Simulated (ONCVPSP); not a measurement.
# lithium: one change to an ONCV potential, before and after

Li, optimised norm-conserving Vanderbilt (ONCV), made with ONCVPSP 4.0.1 (PBEsol, scalar-relativistic). Core none, reference 1s2 2s1. Waves: 1s+2s: rc 1.00 bohr, ncon 3, nbas 6, qcut 14.6 1/bohr, 2 projectors; p scattering state at 0.37 Ha: rc 0.95 bohr, ncon 4, nbas 7, qcut 9 1/bohr, 2 projectors, debl 1.3 Ha; d scattering state at 0.3 Ha: rc 1.00 bohr, ncon 4, nbas 7, qcut 8.9 1/bohr, 1 projector. Local part: polynomial inside 0.85 bohr (lpopt 5, dvloc0 0 Ha). Core correction: none.

Change: core [He], valence charge 1; reference 2s1; waves now 2s: rc 2.60 bohr, ncon 5, nbas 9, qcut 2 1/bohr, 2 projectors, debl 2.8 Ha; p scattering state at 0.14 Ha: rc 2.55 bohr, ncon 5, nbas 10, qcut 3.4 1/bohr, 1 projector; d scattering state at 0.14 Ha: rc 2.65 bohr, ncon 3, nbas 8, qcut 3.7 1/bohr, 2 projectors, debl 1 Ha; local potential polynomial inside 2.40 bohr (lpopt 3, dvloc0 0 Ha); core correction Teter function, fcfact 2, rcfact 1.35.

Cutoffs: the cutoffs (Ha) at which the residual kinetic energy of the hardest occupied pseudo-wave falls to 1 and 0.1 mHa per electron; they do not see the model core or the augmentation charge, which bear on the density cutoff. Errors are all-electron minus pseudo energies relative to the spin-unpolarised reference configuration.

Task: What does the change do?

Result: The potential gets softer (56 Ha and 68 Ha → 2.1 Ha and 13 Ha); the number of tests with a reliable result goes from 4 to 2; neither file shows a bound ghost. The shells moved into the core no longer need plane waves of their own. Several settings change at once here, so the effects cannot be laid on one of them.

```csv
quantity,base,changed
"cutoff, loose",56 Ha,2.1 Ha
"cutoff, tight",68 Ha,13 Ha
bound ghosts,none,none
GHOST(+) flags under 300 eV,none,none
"largest error over its own tests, meV",+452,-4.1
```

Changed file: The cutoffs count occupied waves only; projector 2 of the s channel, the hardest unoccupied one, needs 24 Ha at the loose tolerance.
